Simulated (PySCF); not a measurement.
C4H6. Atoms are numbered in the order given.

```xyz
10

C      0.0000     0.6719    -0.8142
C      0.0000    -0.6719    -0.8142
C      0.0000    -0.7848     0.6995
C      0.0000     0.7848     0.6995
H      0.0000     1.4247    -1.6076
H      0.0000    -1.4247    -1.6076
H      0.8948    -1.2492     1.1479
H     -0.8948    -1.2492     1.1479
H     -0.8948     1.2492     1.1479
H      0.8948     1.2492     1.1479
```
Charge 0, spin multiplicity 1.

Geometry optimised at B3LYP-D3(BJ)/def2-SVP.

These are PySCF with PBE/def2-TZVP values and carry that method's errors.

Isolated molecule, no solvent.

```yaml
total_energy: -155.81279 hartree
point_group: C2v
highest_occupied_level: -6.03 eV
lowest_empty_level: -0.62 eV
orbital_gap: 5.40 eV
dipole_moment: 0.038 e·Å
quadrupole, principal values (traceless, Buckingham form, about the centre of nuclear charge): -1.52, 0.38, 1.14 D·Å
mean_static_polarisability: 46.4 bohr³ (6.87 Å³)
polarisability_principal_values: 36.1, 49.5, 53.7 bohr³
```
